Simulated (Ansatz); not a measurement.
C4H15GeNSi, SMILES `C[SiH2][N]([GeH3])C(C)C`, relaxed with RKS PBE0-D4/def2-TZVP in Ansatz 0.2.0 from a PBE-D4/def2-SVP geometry. The force threshold is 0.005 eV/Å; the program also tests the step.

The species carries charge 0 and has multiplicity 1.

Start:

```xyz
22

C    -1.965    0.984   -1.776
Si   -0.141    0.988   -1.285
N     0.361   -0.412   -0.337
Ge    1.438   -1.710   -1.128
C     0.233   -0.468    1.135
C    -1.138    0.038    1.602
C     1.376    0.273    1.847
H    -2.182    1.840   -2.447
H    -2.220    0.048   -2.314
H    -2.628    1.063   -0.892
H     0.692    0.958   -2.540
H     0.165    2.276   -0.556
H     1.015   -1.859   -2.611
H     2.959   -1.367   -1.062
H     1.190   -3.025   -0.336
H     0.296   -1.542    1.428
H    -1.957   -0.522    1.110
H    -1.246   -0.079    2.700
H    -1.267    1.118    1.376
H     1.352    1.355    1.606
H     1.304    0.165    2.949
H     2.363   -0.121    1.530
```

**Question.** By how much does the energy fall, and how many steps does the optimiser take? (Estimate.)

**Answer.** Computed: 8.77 kJ/mol, in 15 steps.

**Question.** Which bonds change most? (Estimate.)

**Answer.** Ansatz gave: Si2–N3 from 1.764 to 1.728 Å; N3–Ge4 from 1.863 to 1.841 Å; C1–Si2 from 1.889 to 1.869 Å; Si2–H12 from 1.511 to 1.493 Å.

**Question.** Give the relaxed structure. (Best estimate.)

**Answer.** The calculation gave: 
```xyz
22

C    -1.940    0.931   -1.778
Si   -0.146    0.983   -1.258
N     0.379   -0.379   -0.334
Ge    1.376   -1.712   -1.121
C     0.260   -0.446    1.128
C    -1.101    0.039    1.601
C     1.385    0.311    1.823
H    -2.172    1.789   -2.417
H    -2.151    0.021   -2.345
H    -2.612    0.959   -0.918
H     0.697    1.014   -2.486
H     0.090    2.248   -0.501
H     1.081   -1.711   -2.627
H     2.891   -1.518   -0.888
H     0.948   -3.043   -0.472
H     0.340   -1.503    1.416
H    -1.904   -0.530    1.129
H    -1.190   -0.070    2.684
H    -1.243    1.099    1.368
H     1.331    1.377    1.587
H     1.322    0.198    2.909
H     2.361   -0.057    1.499
```
